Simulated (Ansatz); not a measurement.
## Ligand exchange: NaBr + Sn(CH3)(SH) → NaSH + Sn(CH3)Br

Species: NaBr, singlet; Sn(CH3)(SH), singlet; NaSH `[Na][SH]`, singlet; Sn(CH3)Br, singlet. The partners trade Br for SH: Na–Br and Sn–SH bonds give way to Na–SH and Sn–Br.

Shapes, held fixed at every level: PBE0-D4/def2-TZVP. Flexible molecules stand in one conformer, not always the lowest. Programs: Ansatz 0.2.0. The zero-point and thermal change to 298 K, harmonic and unscaled (PBE0-D4/def2-TZVP), is -3.2 kJ/mol.

Problem. Estimate ΔH(298 K) of this reaction.

Solution. The highest level, CCSD(T)/def2-TZVPP, gives ΔH(298 K) = +54.3 kJ/mol; the levels span +48.4 to +61.7. The column of differences is taken from that level and isn't an error. No measured value is set beside it here. For atoms past krypton def2 sets carry core potentials with scalar relativity. Relativity is left out for Br unless named. Correlated rows may include outer-core shells of Br, Na, Sn, which these sets cover unevenly.

```csv
level,kind,ΔH(298 K) (kJ/mol),less CCSD(T)/def2-TZVPP
HF/def2-SVP,Hartree–Fock,+58.4,+4.1
HF/def2-TZVPP,Hartree–Fock,+56.3,+2.0
PBE-D4/def2-TZVPP,GGA,+48.4,-5.9
BHLYP-D4/def2-TZVPP,global hybrid,+53.3,-1.0
r2SCAN0-D4/def2-TZVPP,global hybrid,+56.3,+2.0
B2PLYP/def2-TZVPP,double hybrid,+51.8,-2.5
MP2/def2-SVP,perturbation theory,+61.7,+7.4
CCSD(T)/def2-TZVPP,coupled cluster or CI,+54.3,0.0
```
